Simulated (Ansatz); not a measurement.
## Energy differences in PtCl6 (charge -2)

Calculated in Ansatz's Gaussian-basis code. Basis cc-pwCVTZ-PP on Pt, cc-pV(T+d)Z on Cl, scalar-relativistic core potentials (60 electrons on Pt), no spin–orbit coupling, 30 orbitals frozen in the corrections, fitted integrals; active space CAS(6,5). Restricted Hartree–Fock, then the lowest state-specific CASSCF solution met for each case. On stretched bonds single-reference methods can fail or change state. Unlike active orbitals can shift such differences by tenths of an eV, at times by over 1 eV.

Case A, triplet:

```xyz
7

Pt    0.0000    0.0000    0.0000
Cl    2.3200    0.0000    0.0000
Cl   -2.3200    0.0000    0.0000
Cl    0.0000    2.3200    0.0000
Cl    0.0000   -2.3200    0.0000
Cl    0.0000    0.0000    2.3200
Cl    0.0000    0.0000   -2.3200
```

Case B, singlet: the shape of A.

Energy less that of case A, in eV:

```
case  RHF/ROHF  CASSCF
   B    -2.941  -3.369
```

Task: What does SC-NEVPT2 give for these differences?

Result: B: -3.217 eV (-74.2 kcal/mol).

Task: Which case is lowest, and do the methods agree?

Result: B is lowest in SC-NEVPT2. Of the methods shown, RHF/ROHF, CASSCF agree.
